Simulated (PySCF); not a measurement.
## Polarisability and C₆ of Mn (manganese, neutral)

[Ar] 3d5 4s2, high-spin 6S determinant. Computed with PySCF 2.14 in aug-cc-pwCVTZ-DK with one added diffuse shell each of s, p, d, f, g type (11s10p8d5f4g, 152 functions), with the spin-free X2C one-electron Hamiltonian (Gaussian nucleus). Coupled (time-dependent) response in atomic units; α is the mean over directions.

```
method  mean α (bohr³)  C₆ (like pair)  S(−4)
  TPSS           79.87           779.9   4277
```

S(−4) is the Cauchy moment in α(ω) = α(0) + S(−4) ω² + …

Reference α: 68 ± 9 bohr³ (recommended; Schwerdtfeger and Nagle, table of static dipole polarizabilities (2023 update)). Published C₆: 552.0 (Chu and Dalgarno (2004); Tang, Norbeck and Certain (1976)).

α(iu) at TPSS:

```tsv
u (hartree)	α(iu) (bohr³)
0	79.87
0.0500	71.00
0.100	55.29
0.200	31.95
0.300	20.00
0.500	10.17
0.750	5.865
1.00	3.993
1.50	2.335
2.00	1.588
3.00	0.8991
5.00	0.4138
```
